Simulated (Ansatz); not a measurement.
Cost and result for the atomization energy of C3H10Si2, SMILES `CC=C([SiH3])[SiH3]` (15 atoms, 14 bonds).

```json
{"atom": "C1", "x (Å)": "1.805", "y (Å)": "-1.111", "z (Å)": "0.520"}
{"atom": "C2", "x (Å)": "0.683", "y (Å)": "-0.815", "z (Å)": "-0.412"}
{"atom": "C3", "x (Å)": "-0.295", "y (Å)": "0.084", "z (Å)": "-0.232"}
{"atom": "Si4", "x (Å)": "-0.399", "y (Å)": "1.154", "z (Å)": "1.297"}
{"atom": "Si5", "x (Å)": "-1.598", "y (Å)": "0.285", "z (Å)": "-1.544"}
{"atom": "H6", "x (Å)": "1.796", "y (Å)": "-2.167", "z (Å)": "0.807"}
{"atom": "H7", "x (Å)": "1.770", "y (Å)": "-0.509", "z (Å)": "1.430"}
{"atom": "H8", "x (Å)": "2.767", "y (Å)": "-0.932", "z (Å)": "0.028"}
{"atom": "H9", "x (Å)": "0.692", "y (Å)": "-1.411", "z (Å)": "-1.328"}
{"atom": "H10", "x (Å)": "-1.617", "y (Å)": "2.002", "z (Å)": "1.199"}
{"atom": "H11", "x (Å)": "0.783", "y (Å)": "2.049", "z (Å)": "1.426"}
{"atom": "H12", "x (Å)": "-0.498", "y (Å)": "0.339", "z (Å)": "2.539"}
{"atom": "H13", "x (Å)": "-2.952", "y (Å)": "-0.002", "z (Å)": "-0.997"}
{"atom": "H14", "x (Å)": "-1.619", "y (Å)": "1.682", "z (Å)": "-2.060"}
{"atom": "H15", "x (Å)": "-1.318", "y (Å)": "-0.648", "z (Å)": "-2.671"}
```

The species carries charge 0 and has multiplicity 1. The geometry is a stationary point of PBE0-D4/def2-TZVP. Program: Ansatz. All runs use 4 threads of an Arm Neoverse V1 on a shared host. Times are those of one run each, without the atoms' runs, and a repeat can differ threefold. Electronic energies, without spin–orbit coupling; frozen cores. CCSD(T)/CBS adds CCSD(T) − MP2 in def2-TZVPP to the MP2 limit, and its time is that of the two runs behind it. T1 = 0.012. B3LYP takes the VWN-RPA correlation (the form of Gaussian; ORCA's B3LYP/G).

CCSD(T)/CBS is a level of theory with its own doubt, some kJ/mol a heavy atom from the limit and from the frozen cores, so smaller differences don't rank the functionals.

```
                             level  functions  wall time  atomization (kJ/mol)  difference from CCSD(T)/CBS  per bond
   PBE-D4/def2-TZVPP (with forces)        317      3.9 s                5398.0                         32.6       2.3
                PBE0-D4/def2-TZVPP        317      4.9 s                5359.0                         -6.4      -0.5
r2SCAN-D4/def2-TZVPP (with forces)        317      7.5 s                5370.2                          4.8       0.3
 B3LYP-D4/def2-TZVPP (with forces)        317      8.5 s                5372.4                          7.0       0.5
                 B2PLYP/def2-TZVPP        317      9.5 s                5304.6                        -60.8      -4.3
                ωB97X-V/def2-TZVPP        317       13 s                5384.9                         19.5       1.4
  ωB97M-V/def2-TZVPP (with forces)        317       20 s                5375.0                          9.6       0.7
                    MP2/def2-QZVPP        611       47 s                5333.1                        -32.3      -2.3
                CCSD(T)/def2-TZVPP        317     21 min                5245.1                       -120.3      -8.6
                 CCSD(T)/CBS(def2)          –     22 min                5365.4                          0.0       0.0
```

The D4 term adds +57.0 kJ/mol with B3LYP and +30.3 kJ/mol with PBE0; it sums over pairs of atoms, weighted by their polarisabilities, and B3LYP, whose exchange is more repulsive, gets the larger term. From PBE to PBE0 (25 % exact exchange), in def2-TZVPP and without D4, the atomization energy moves by −33.8 kJ/mol: exact exchange takes away binding that semilocal exchange gives to molecules. In def2-TZVPP, CCSD(T) changes the Hartree–Fock value by +1156.5 kJ/mol (the triples alone add +60.9 kJ/mol) and MP2 by +1173.2 kJ/mol; breaking electron pairs costs correlation energy, which Hartree–Fock lacks.
